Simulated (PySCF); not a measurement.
C₃H₅BN₂, SMILES NB1C=CN=C1.

The structure is a stationary point at PBE-D3(BJ)/def2-SVP. This is a generated structure with no PubChem entry under its InChIKey; it may be hypothetical. The values are those of a single conformer.

Computed with PBE/def2-TZVP (PySCF).

Symmetry labels are those of the subgroup Cs that the program uses (full group Cs).

List the valence orbital energies around the gap with their symmetry. (Estimate from the structure and the level; the computed values follow.)


| orbital | symmetry | energy (eV) |
|---|---|---|
| HOMO−7 | A' | -11.71 |
| HOMO−6 | A' | -9.91 |
| HOMO−5 | A" | -9.19 |
| HOMO−4 | A' | -8.97 |
| HOMO−3 | A' | -7.84 |
| HOMO−2 | A" | -7.61 |
| HOMO−1 | A" | -5.73 |
| HOMO | A' | -5.59 |
| LUMO | A" | -3.20 |
| LUMO+1 | A' | -0.18 |
| LUMO+2 | A" | 0.44 |
| LUMO+3 | A' | 1.04 |
